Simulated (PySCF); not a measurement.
What binds BeF: the parts of the energy along the bond

State: ²Σ⁺, doublet, unpaired electrons σ ↑. ROHF-based CCSD(T) in PySCF 2.14 with Be cc-pVTZ, F cc-pVTZ and Be cc-pVQZ, F cc-pVQZ (frozen core orbitals: 2; no relativity). Correlation energies are extrapolated as n⁻³ (n = 3, 4), Hartree–Fock as (n+1)·exp(−9√n). CV is the change on freezing 0 orbitals instead, in Be cc-pCVTZ, F cc-pwCVTZ. SR is the spin-free X2C energy in Be cc-pVTZ-DK, F cc-pVTZ-DK less the non-relativistic one in Be cc-pVTZ, F cc-pVTZ. All energies in eV from Be + F.

```json
{"R (Å)": "1.2118", "HF/CBS": "-4.621", "CCSD corr.": "-0.586", "(T)": "-0.1210", "CV": "-0.0531", "SR": "0.0110", "total": "-5.369"}
{"R (Å)": "1.2669", "HF/CBS": "-4.961", "CCSD corr.": "-0.610", "(T)": "-0.1281", "CV": "-0.0419", "SR": "0.0123", "total": "-5.729"}
{"R (Å)": "1.3220", "HF/CBS": "-5.108", "CCSD corr.": "-0.634", "(T)": "-0.1351", "CV": "-0.0329", "SR": "0.0133", "total": "-5.897"}
{"R (Å)": "1.3771", "HF/CBS": "-5.113", "CCSD corr.": "-0.658", "(T)": "-0.1422", "CV": "-0.0255", "SR": "0.0139", "total": "-5.925"}
{"R (Å)": "1.4322", "HF/CBS": "-5.016", "CCSD corr.": "-0.681", "(T)": "-0.1493", "CV": "-0.0195", "SR": "0.0143", "total": "-5.852"}
{"R (Å)": "1.5010", "HF/CBS": "-4.796", "CCSD corr.": "-0.709", "(T)": "-0.1581", "CV": "-0.0133", "SR": "0.0144", "total": "-5.662"}
{"R (Å)": "1.5699", "HF/CBS": "-4.503", "CCSD corr.": "-0.736", "(T)": "-0.1668", "CV": "-0.0083", "SR": "0.0143", "total": "-5.399"}
```

A fit to the total gives Re = 1.3623 Å, De = 5.929 eV, ωe = 1265.8 cm⁻¹, Be = 1.486 cm⁻¹ (masses 9.0122 and 18.9984 u).

Problem. At R = 1.3771 Å the CCSD correlation energy is -0.280678 hartree in the smaller basis and -0.304704 in the larger. Extrapolate it.

Solution. (4³·E4 − 3³·E3)/(4³ − 3³) = -0.32224 hartree; the larger basis holds 94.6 % of it.

The T1 diagnostic is 0.016. The state was picked by a PBE0 search and need not be the measured ground state. Spin–orbit coupling, excitations beyond (T) and corrections to the Born–Oppenheimer picture are left out.
